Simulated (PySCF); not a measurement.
Compound: C2H5F3OSi.
Structure used (PBE0-D3(BJ)/def2-SVP), in Å, numbered top down from 1:
```
atom  x, y, z in Å
C1     2.170   -0.052   -0.037
O2     0.798   -0.336   -0.085
Si3   -0.394    0.399    0.788
C4    -2.036   -0.380    0.156
F5    -2.113   -1.695    0.397
F6    -2.207   -0.203   -1.160
F7    -3.078    0.201    0.777
H8     2.691   -0.724   -0.734
H9     2.385    0.989   -0.340
H10    2.590   -0.213    0.972
H11   -0.462    1.868    0.535
H12   -0.291    0.125    2.250
```

Level of theory: PBE0-D3(BJ)/def2-SVP geometry optimisation, gas phase (PySCF).

Take the most abundant isotopes and a rigid rotor. The values belong to one conformer with, in the numbering `[CH3:1][O:2][SiH2:3][C:4]([F:5])([F:6])[F:7]`, C1–O2–Si3–C4 176°.

Problem. Give the principal moments of inertia and the rotational constants in cm⁻¹.

Solution. Ia = 118.88, Ib = 420.31, Ic = 441.37 u·Å²; 505379 MHz·u·Å²/I gives 4251, 1202 and 1145 MHz, that is A = 0.14180, B = 0.04011, C = 0.03819 cm⁻¹.

Problem. What kind of rotor is it?

Solution. A near-prolate asymmetric top; Ray's κ = -0.963.

Problem. What does the inertial defect say?

Solution. Not planar: Δ = Ic − Ia − Ib = -97.82 u·Å². For a rigid frame Δ = −2 Σ m c², so Σ m c² = 48.91 u·Å² lies off the ab plane: 4.65 from hydrogen and 44.26 from heavier atoms. The atom farthest from that plane is 1.23 Å away.

Problem. Where do the levels up to J = 2 lie, in cm⁻¹?

Solution. Above 0(0,0):
J = 1: 1(0,1) 0.0783, 1(1,1) 0.1800, 1(1,0) 0.1819
J = 2: 2(0,2) 0.2349, 2(1,2) 0.3347, 2(1,1) 0.3404, 2(2,1) 0.6455, 2(2,0) 0.6455
Those of J = 1 are B + C, A + C and A + B.

Problem. Which lines would a microwave search look for?

Solution. The dipole components are |μa| = 2.94 D, |μb| = 1.29 D, |μc| = 0.05 D. Intensities carry the squares of the components, which stand as 1.00 : 0.19 : 0.00 (a : b : c). Some lines, for components of 0.1 D or more:

| type | branch | J(Ka,Kc) | MHz | lower level (cm⁻¹) |
| --- | --- | --- | --- | --- |
| b | R | 2(0,2) ← 1(1,1) | 1645 | 0.180 |
| a | R | 1(0,1) ← 0(0,0) | 2347 | 0.000 |
| b | Q | 1(1,0) ← 1(0,1) | 3106 | 0.078 |
| b | Q | 2(1,1) ← 2(0,2) | 3164 | 0.235 |
| a | R | 2(1,2) ← 1(1,1) | 4637 | 0.180 |
| a | R | 2(0,2) ← 1(0,1) | 4694 | 0.078 |
| a | R | 2(1,1) ← 1(1,0) | 4752 | 0.182 |
| b | R | 1(1,1) ← 0(0,0) | 5396 | 0.000 |
| b | R | 2(1,2) ← 1(0,1) | 7686 | 0.078 |
| b | Q | 2(2,0) ← 2(1,1) | 9147 | 0.340 |
| b | Q | 2(2,1) ← 2(1,2) | 9318 | 0.335 |
| b | R | 2(2,1) ← 1(1,0) | 13899 | 0.182 |
| b | R | 2(2,0) ← 1(1,1) | 13957 | 0.180 |

Whether it is a minimum is left open (no frequencies). These are rigid-rotor constants of the computed structure; measured ground-state constants (B0) also hold zero-point vibration. A rigid rotor knows nothing of internal rotation, which can split or shift real lines.

On an Arm Neoverse V1 with one thread, shared host, this took 80 s of wall time and 0.52 GiB of memory at its peak. These figures are those of the optimisation.
